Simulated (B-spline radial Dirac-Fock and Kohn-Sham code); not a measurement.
## Br: L2-M45M45 lines in intermediate coupling

System: neutral bromine in the configuration [Ar] 3d10 4s2 4p5.

Level of theory: Dirac-Fock ΔSCF + Breit + QED; a radial B-spline solver. The two-hole levels come from diagonalising the Coulomb interaction among the jj configurations; intensities are independent-particle Coulomb rates. Kinetic energies are from the vacuum level. Electron correlation is not included. Open outer shells are spectators and are not coupled to the holes.

```
kinetic energy (eV)  J  leading jj holes (weight)  leading LS term (weight)  intensity (%)
             1414.3  0                M4M4 (0.51)                ¹S0 (0.99)            1.9
             1422.8  4                M4M5 (0.85)                ¹G4 (1.00)           64.3
             1423.8  0                M5M5 (0.51)                ³P0 (0.99)            0.3
             1423.9  2                M4M5 (0.64)                ³P2 (0.63)            6.5
             1423.9  1                M4M5 (1.00)                ³P1 (1.00)            1.0
             1425.1  2                M5M5 (0.78)                ¹D2 (0.59)            8.5
             1427.8  2                M4M4 (0.47)                ³F2 (0.95)            4.0
             1428.3  3                M4M5 (1.00)                ³F3 (1.00)            8.5
             1429.1  4                M5M5 (0.85)                ³F4 (1.00)            4.9
```

The strongest line, by its leading LS label ¹G4, lies at 1422.8 eV. The mean weight of the leading component is 0.74 in jj and 0.90 in LS coupling, so LS labels describe these levels better.

Values without a named source are computed, but for edge energies of neutral atoms, which are taken from tables.
